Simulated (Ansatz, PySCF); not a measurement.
K(OH) (HKO), SMILES [OH][K]. Atoms are numbered in the order given.

```xyz
3

K      0.0749     0.8141     0.0000
O     -0.1893    -1.3919     0.0000
H     -0.3034    -2.3399     0.0000
```
Charge 0, spin multiplicity 1.

Coordinates come from a PBE0-D3(BJ)/def2-TZVPD optimisation. The isomer is the one that the SMILES or the coordinates give; other isomers of the formula were not compared.

Two levels are set side by side: PBE-D3(BJ)/def2-TZVPD (Ansatz, a program for electronic structure) and PBE0-D3(BJ)/def2-TZVPD (PySCF). Each level has its own optimised geometry; the coordinates shown are those of the second. Frequencies come from the Hessian of PySCF at each geometry. Differences are taken from unrounded values.

| quantity | PBE0-D3(BJ) |
|---|---|
| mean bond length (Å) | 1.588 |
| bond K1–O2 (Å) | 2.222 |
| bond O2–H3 (Å) | 0.955 |
| highest harmonic wavenumber (cm⁻¹) | 3951 |
| mean harmonic wavenumber (cm⁻¹) | 1272 |
| zero-point energy (kcal/mol) | 7.27 |

Problem. What does PBE-D3(BJ) give, and how far is it from PBE0-D3(BJ)? (Estimate from the structure and the level; the computed values follow.)

Solution. 
| quantity | PBE-D3(BJ) | PBE-D3(BJ) minus PBE0-D3(BJ) |
|---|---|---|
| mean bond length (Å) | 1.599 | 0.011 |
| bond K1–O2 (Å) | 2.232 | 0.010 |
| bond O2–H3 (Å) | 0.966 | 0.012 |
| highest harmonic wavenumber (cm⁻¹) | 3790 | -161 |
| mean harmonic wavenumber (cm⁻¹) | 1212 | -59 |
| zero-point energy (kcal/mol) | 6.93 | -0.34 |

GGA bonds tend to be longer and softer than those of functionals with exact exchange. Differences between two approximate levels are no errors against the true value.
